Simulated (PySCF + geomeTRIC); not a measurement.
Species: H₅FSi₃, SMILES `F[SiH2][SiH]=[SiH2]` (F–Si–Si–Si torsion 1°) (charge 0, multiplicity 1).

**Question.** Give a relaxed geometry from ωB97X-D3(BJ)/def2-TZVP (PySCF + geomeTRIC).

**Answer.** Several could match; the one computed here: the end point of this relaxation, one of several conformers (outside a Z-matrix the atoms follow the SMILES, hydrogens last).
Z-matrix (Å, degrees):
```
Si
H 1 1.4781
Si 1 2.1146 2 121.83
H 3 1.4747 1 121.09 2 -179.96
H 3 1.4768 4 114.47 1 179.77
Si 1 2.3073 2 120.90 3 -179.79
F 6 1.6102 1 106.05 2 -179.12
H 6 1.4817 7 108.05 1 121.33
H 6 1.4818 8 108.74 7 -117.13
```
